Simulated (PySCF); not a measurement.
**Dipole response of Eu (europium, neutral)**

[Xe] 4f7 6s2, high-spin 8S determinant. All numbers are calculated (PySCF 2.14, the spin-free X2C one-electron Hamiltonian (Gaussian nucleus), in ANO-RCC-VTZP (8s7p5d3f2g1h, 104 functions)). Coupled (time-dependent) response in atomic units; α is the mean over directions. The basis has no added diffuse functions, which lowers α and C₆.

| method | mean α (bohr³) | C₆ (like pair) | S(−4) |
| --- | --- | --- | --- |
| UHF | 165.5 | 2794 | 10520 |

S(−4) is the Cauchy moment in α(ω) = α(0) + S(−4) ω² + …

Reference α: 184 ± 20 bohr³ (recommended; Schwerdtfeger and Nagle, table of static dipole polarizabilities (2023 update)). Published C₆: 2940 (Gould and Bucko (2016)).

α(iu) at UHF:

```csv
u (hartree),α(iu) (bohr³)
0,165.5
0.0500,143.2
0.100,103.3
0.200,51.95
0.300,30.92
0.500,16.01
0.750,9.760
1.00,6.880
1.50,4.114
2.00,2.801
3.00,1.590
5.00,0.7450
```

Spin-orbit coupling, which splits the p, d and f shells strongly at this Z, is absent.
